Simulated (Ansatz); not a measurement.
System: GeH₄, charge -1, multiplicity 2. 
Structure (B3LYP-D3(BJ)/def2-TZVP (Ansatz, a quantum-chemistry and plane-wave program) minimum search):
```
Ge
H 1 1.5910
H 1 1.5910 2 99.01
H 1 1.7582 2 94.43 3 95.21
H 1 1.7582 2 94.43 3 -95.21
```
Charge -1, spin multiplicity 2.

Basis-set convergence of Hartree-Fock and CCSD correlation energies (hartree) with Ansatz. Cores are frozen in the correlated levels unless marked. UHF or UKS for open shells. No spin-orbit coupling. Frozen are the shells of the preceding noble gas and the d and f shells that filled before the atom's block. Non-relativistic.

| basis | functions | E(HF) | E(corr, CCSD) |
|---|---|---|---|
| aug-cc-pVDZ | 72 | -2077.56986 | -0.16983 |
| aug-cc-pVTZ | 151 | [?] | [?] |

**Question.** Fill in the missing entries.

**Answer.** 
- aug-cc-pVTZ, E(HF): -2077.64332
- aug-cc-pVTZ, E(corr, CCSD): -0.19194
